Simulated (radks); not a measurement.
The numbers below are computed, except where a source is named.
Problem. The mean radii <r> (bohr) of the occupied orbitals of an atom or ion are listed with their occupations. Level of theory: Dirac Kohn-Sham, LDA (Slater exchange, Perdew-Wang correlation), spin-unpolarised, spherical densities, finite nucleus; Fermi nuclear charge, rms radius of each element as measured or else 0.836 A^(1/3) + 0.57 fm (a radial shooting solver on a logarithmic mesh with Libxc functionals).

| orbital | occ. | <r> |
|---|---|---|
| 1s1/2 | 2 | 0.03266 |
| 2s1/2 | 2 | 0.1417 |
| 2p1/2 | 2 | 0.1204 |
| 2p3/2 | 4 | 0.1252 |
| 3s1/2 | 2 | 0.3911 |
| 3p1/2 | 2 | 0.3835 |
| 3p3/2 | 4 | 0.3943 |
| 3d3/2 | 4 | 0.3685 |
| 3d5/2 | 6 | 0.3720 |
| 4s1/2 | 2 | 0.9720 |
| 4p1/2 | 2 | 1.044 |
| 4p3/2 | 4 | 1.073 |
| 4d3/2 | 4 | 1.364 |
| 4d5/2 | 2 | 1.377 |

Name the element and its charge. Open shells, if any, fill j = l - 1/2 first.

Solution. Z = 45, rhodium, charge +3: Rh3+ in [Kr] 4d6. The 1s radius gives Z: for a bare nucleus <r> = (2 gamma + 1)/(2Z) with gamma = sqrt(1 - (Z/c)^2), 0.0321 bohr for Z = 45, and screening makes it slightly larger (0.03266 here). The occupations add up to 42, and the charge is Z minus that.
